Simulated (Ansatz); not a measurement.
`OB(S)Cl` + SiH₄ → `OB([SiH3])Cl` + H₂S at 600 K and 1 bar (formal exchange of groups at a B–S bond).

Isolated molecules relaxed with PBE0-D4/def2-TZVP in Ansatz; ΔE leaves out vibrations. CCSD(T)/CBS adds triple-zeta CCSD(T) − MP2 to the extrapolated MP2 energy (def2 sets, frozen cores). This one scheme is used for every species. Each species was taken in one conformer, which may not be the lowest.

| species | CCSD(T)/CBS energy (Eh) | H − E (kJ/mol) | S (J/(mol·K)) |
| --- | --- | --- | --- |
| `OB(S)Cl` | -958.85217 | 121.7 | 364.4 |
| SiH₄ | -291.46306 | 108.7 | 242.3 |
| `OB([SiH3])Cl` | -851.31256 | 170.3 | 406.5 |
| H₂S | -398.97279 | 60.8 | 230.9 |

H − E and S are ideal-gas, rigid-rotor, harmonic terms from PBE0-D4/def2-TZVP, for one conformer and one mirror image of each species. 1 Eh = 2625.50 kJ/mol, R = 8.31446 J/(mol·K).

Problem. By hand: ΔE, ΔH, ΔS and ΔG.

Solution. ΔE = (-851.31256) + (-398.97279) − (-958.85217) − (-291.46306) = 0.02988 Eh = 78.4 kJ/mol. Δ(H − E) = 170.3 + 60.8 − 121.7 − 108.7 = 0.7, so ΔH = 79.1 kJ/mol. ΔS = 406.5 + 230.9 − 364.4 − 242.3 = 30.7 J/(mol·K). ΔG = 79.1 − 600 × (30.7)/1000 = 60.7 kJ/mol.

Problem. By hand: the equilibrium constant, and the temperature at which ΔG would vanish if ΔH and ΔS stayed fixed.

Solution. log₁₀ K = −ΔG/(RT ln 10) = -5.3. ΔG = 0 at ΔH/ΔS = 2577 K, far beyond where these terms or the molecules hold.

ΔH outweighs TΔS. A doubt of 5 kJ/mol in ΔE shifts log₁₀ K by 0.4 here. Other conformers and mirror images would add mixing entropy, several J/(mol·K) or more a flexible species. Modes under 60 cm⁻¹, often nearly free rotors, make the harmonic entropy too high. These are equilibria of isolated gas molecules and say nothing of rates. Largest T1 diagnostic: 0.013 (customary marks: 0.02 for closed shells, 0.045 for open ones).
